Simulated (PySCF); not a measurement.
# Correlation energy of Tc⁺ (technetium, charge +1)

[Kr] 4d5 5s1, high-spin 7S determinant. Computed with PySCF 2.14 in aug-cc-pVTZ-DK (9s8p6d3f2g, 102 functions), with the spin-free X2C one-electron Hamiltonian (Gaussian nucleus). Frozen: [Kr]; 6 electrons correlated.

| level | correlation energy (mhartree) |
| --- | --- |
| CCSD | -87.22 |
| (T) | -1.73 |
| CCSD(T) | -88.95 |

Diagnostics: T1 = 0.0064, D1 = 0.0208, largest double amplitude 0.024.

Cost of the coupled-cluster step: roughly 13 core-seconds, for 6 correlated electrons.

Iterations:

```
CC2 = 0
CCSD nocc = (np.int64(6), np.int64(0)), nmo = (84, 84)
frozen orbitals [[0, 1, 2, 3, 4, 5, 6, 7, 8, 9, 10, 11, 12, 13, 14, 15, 16, 17], [0, 1, 2, 3, 4, 5, 6, 7, 8, 9, 10, 11, 12, 13, 14, 15, 16, 17]]
max_cycle = 100
direct = 0
conv_tol = 1e-08
conv_tol_normt = 1e-06
diis_space = 8
diis_start_cycle = 0
Init t2, MP2 energy = -0.0798947807658426
Init E_corr(UCCSD) = -0.0798947807686511
cycle = 1  E_corr(UCCSD) = -0.0862478388979771  dE = -0.00635305813  norm(t1,t2) = 0.0212971
cycle = 2  E_corr(UCCSD) = -0.0869854671249237  dE = -0.000737628227  norm(t1,t2) = 0.00679687
cycle = 3  E_corr(UCCSD) = -0.0872384739585513  dE = -0.000253006834  norm(t1,t2) = 0.00270013
cycle = 4  E_corr(UCCSD) = -0.0872191168206603  dE = 1.93571379e-05  norm(t1,t2) = 0.000160773
cycle = 5  E_corr(UCCSD) = -0.0872197617749218  dE = -6.44954262e-07  norm(t1,t2) = 2.03399e-05
cycle = 6  E_corr(UCCSD) = -0.0872197413027098  dE = 2.0472212e-08  norm(t1,t2) = 1.72403e-06
cycle = 7  E_corr(UCCSD) = -0.0872197516172127  dE = -1.03145029e-08  norm(t1,t2) = 3.2619e-07
cycle = 8  E_corr(UCCSD) = -0.0872197522382225  dE = -6.21009827e-10  norm(t1,t2) = 4.95682e-08
UCCSD converged
E(UCCSD) = -4282.81035387417  E_corr = -0.08721975223822254
UCCSD(T) correction = -0.00172713584689589
```
